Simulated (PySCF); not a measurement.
# Sc (scandium, neutral): UHF calculation

Configuration: [Ar] 3d1 4s2, 2D determinant. Computed with PySCF 2.14 in cc-pVTZ-DK (7s6p4d2f1g, 68 functions), with the spin-free X2C one-electron Hamiltonian (Gaussian nucleus).

| Quantity | Value |
| --- | --- |
| Total energy | -763.285050 hartree |
| One-electron energy | -1044.9254 hartree |
| Hartree (Coulomb) energy | 319.9756 hartree |
| Exchange energy | -38.3353 hartree |
| ⟨S²⟩ | 0.7620 |
| ⟨L²⟩ | 6.054 |
| Sum of ⟨r⟩ | 21.40 bohr |
| Sum of ⟨r²⟩ | 52.74 bohr² |
| Traceless quadrupole moment −½Σ⟨3z² − r²⟩ along its main axis | 0.226 e·bohr² |
| Langevin diamagnetic susceptibility | -41.8 ×10⁻⁶ cm³/mol |
| Time after the integrals | 0.51 s of wall time on 1 thread of Neoverse-V2 (shared host) |

| shell | electrons | mean orbital energy (hartree) | spread (hartree) | rms radius, mean of both spins (bohr) |
| --- | --- | --- | --- | --- |
| 1s β | 1 | -166.81719 | 0 | 0.0844 |
| 1s α | 1 | -166.81706 | 0 | 0.0844 |
| 2s α | 1 | -19.26556 | 0 | 0.370 |
| 2s β | 1 | -19.25326 | 0 | 0.370 |
| 2p α | 3 | -15.68935 | 0.00265 | 0.340 |
| 2p β | 3 | -15.67699 | 0.01757 | 0.340 |
| 3s α | 1 | -2.61715 | 0 | 1.15 |
| 3s β | 1 | -2.56345 | 0 | 1.15 |
| 3p α | 3 | -1.60812 | 0.03723 | 1.27 |
| 3p β | 3 | -1.54028 | 0.05337 | 1.27 |
| 3d α | 1 | -0.34346 | 0 | 1.92 |
| 4s α | 1 | -0.21767 | 0 | 4.23 |
| 4s β | 1 | -0.20566 | 0 | 4.23 |

Densities and radii are taken from the X2C orbitals without a picture-change correction, which distorts them close to the nucleus.
